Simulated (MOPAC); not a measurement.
Input file for MOPAC: AM1 on H2PbS2 (SMILES [SH][Pb][SH]), a point of a torsion scan.

```
AM1 1SCF PRECISE CHARGE=0 THREADS=1
H2PbS2

S      1.44454022 1    -0.59765449 1     0.09798751 1
Pb    -0.43712878 1    -1.68417992 1    -1.26040469 1
S      1.02223864 1    -2.85664505 1    -2.93938924 1
H      1.06766994 1     0.65817933 1    -0.08603822 1
H      2.21154419 1    -2.49481873 1    -2.49656354 1
```

Output:

```
*******************************************************************************
 **                                                                           **
 **                              MOPAC v23.2.5                                **
 **                                                                           **
 *******************************************************************************
 ** MOPAC's Digital Object Identifier: https://doi.org/10.5281/zenodo.6511958 **
 **                                                                           **
 ** Please cite the open-source release paper for use of this MOPAC version:  **
 ** J. E. Moussa and J. J. P. Stewart (2026)                                  **
 ** MOPAC: An open-source semiempirical molecular orbital program             **
 ** J. Open Source Softw., 11(119), 8025, https://doi.org/10.21105/joss.08025 **
 *******************************************************************************

                              AM1 CALCULATION RESULTS

 *******************************************************************************
 *  AM1        - The AM1 Hamiltonian to be used
 *
 *
 *
 *                 CHARGE ON SYSTEM = 0
 *
 *
 *
 *  PRECISE    - TIGHTER CRITERIA TO BE USED
 *  1SCF       - DO 1 SCF AND THEN STOP
 *  THREADS=1  - MULTI-THREADING NOT USED
 *  T=         - A TIME OF 172800.0 SECONDS REQUESTED
 *  DUMP=N     - RESTART FILE WRITTEN EVERY 7200.0 SECONDS REQUESTED
 *******************************************************************************
AM1 1SCF PRECISE CHARGE=0 THREADS=1
 H2PbS2

   ATOM   CHEMICAL          X               Y               Z
  NUMBER   SYMBOL      (ANGSTROMS)     (ANGSTROMS)     (ANGSTROMS)

     1       S          1.44454022  *  -0.59765449  *   0.09798751  *
     2      Pb         -0.43712878  *  -1.68417992  *  -1.26040469  *
     3       S          1.02223864  *  -2.85664505  *  -2.93938924  *
     4       H          1.06766994  *   0.65817933  *  -0.08603822  *
     5       H          2.21154419  *  -2.49481873  *  -2.49656354  *



          CARTESIAN COORDINATES

    NO.       ATOM           X           Y           Z

     1         S          1.4445     -0.5977      0.0980
     2        Pb         -0.4371     -1.6842     -1.2604
     3         S          1.0222     -2.8566     -2.9394
     4         H          1.0677      0.6582     -0.0860
     5         H          2.2115     -2.4948     -2.4966

  H: (AM1): M.J.S. DEWAR ET AL, J. AM. CHEM. SOC. 107 3902-3909 (1985)
  S: (AM1): M.J.S. DEWAR, Y-C YUAN, INORGANIC CHEMISTRY, 29, 3881:3890,  (1990)
 Pb: (AM1): J. J. P. STEWART, J. MOL. MOD., 10, 155-164 (2004)

           Empirical Formula: H2 S2 Pb  =     5 atoms



      MOLECULAR POINT GROUP   :   C1


      RHF CALCULATION, NO. OF DOUBLY OCCUPIED LEVELS = 9


 -------------------------------------------------------------------------------
 AM1 1SCF PRECISE CHARGE=0 THREADS=1
 H2PbS2



     1SCF WAS SPECIFIED, SO BFGS WAS NOT USED
     SCF FIELD WAS ACHIEVED


                              AM1 CALCULATION
                                                       MOPAC v23.2.5 Linux




          FINAL HEAT OF FORMATION =         21.72021 KCAL/MOL =      90.87735 KJ/MOL


          COSMO AREA              =        128.49 SQUARE ANGSTROMS
          COSMO VOLUME            =        120.38 CUBIC ANGSTROMS

          IONIZATION POTENTIAL    =          9.370368 EV
          HOMO LUMO ENERGIES (EV) =         -9.370 -2.328
          NO. OF FILLED LEVELS    =          9
          MOLECULAR WEIGHT        =        273.3358         POINT GROUP:  C1

          MOLECULAR DIMENSIONS (Angstroms)

            Atom       Atom       Distance
            H     4    S     3     4.52743
           Pb     2    H     5     2.70023
            H     4    S     1     0.98546


          SCF CALCULATIONS        =          1





   ATOM   CHEMICAL          X               Y               Z
  NUMBER   SYMBOL      (ANGSTROMS)     (ANGSTROMS)     (ANGSTROMS)

     1       S          1.44454022  *  -0.59765449  *   0.09798751  *
     2      Pb         -0.43712878  *  -1.68417992  *  -1.26040469  *
     3       S          1.02223864  *  -2.85664505  *  -2.93938924  *
     4       H          1.06766994  *   0.65817933  *  -0.08603822  *
     5       H          2.21154419  *  -2.49481873  *  -2.49656354  *

                             CARTESIAN COORDINATES

   1    S        1.444540220    -0.597654490     0.097987510
   2   Pb       -0.437128780    -1.684179920    -1.260404690
   3    S        1.022238640    -2.856645050    -2.939389240
   4    H        1.067669940     0.658179330    -0.086038220
   5    H        2.211544190    -2.494818730    -2.496563540


           Empirical Formula: H2 S2 Pb  =     5 atoms



      MOLECULAR POINT GROUP   :   C1


                  EIGENVALUES
 -20.42806 -18.66524 -17.45661 -13.83399 -13.08329 -10.81369 -10.26974  -9.91273
  -9.37037  -2.32803  -2.18098  -2.01397   1.42397   1.69800


              NET ATOMIC CHARGES AND DIPOLE CONTRIBUTIONS

  ATOM NO.   TYPE          CHARGE      No. of ELECS.   s-Pop       p-Pop
    1          S          -0.456497        6.4565     1.91314     4.54336
    2         Pb           0.628365        3.3716     1.93286     1.43878
    3          S          -0.398927        6.3989     1.90730     4.49162
    4          H           0.108693        0.8913     0.89131
    5          H           0.118366        0.8816     0.88163
 DIPOLE           X         Y         Z       TOTAL
 POINT-CHG.    -4.631     0.626     0.149     4.675
 HYBRID         2.000     1.172     0.268     2.334
 SUM           -2.630     1.798     0.416     3.213


          ATOMIC ORBITAL ELECTRON POPULATIONS

     Atom    s        px        py        pz
    1  S   1.91314   1.57834   1.19943   1.76560
    2 Pb   1.93286   0.63472   0.37200   0.43206
    3  S   1.90730   1.24899   1.69949   1.54314
    4  H   0.89131
    5  H   0.88163

 **********************
 *                    *
 * JOB ENDED NORMALLY *
 *                    *
 **********************




 == MOPAC DONE ==
```

The run finished.

Cost: around 0.04 core-seconds (rough).
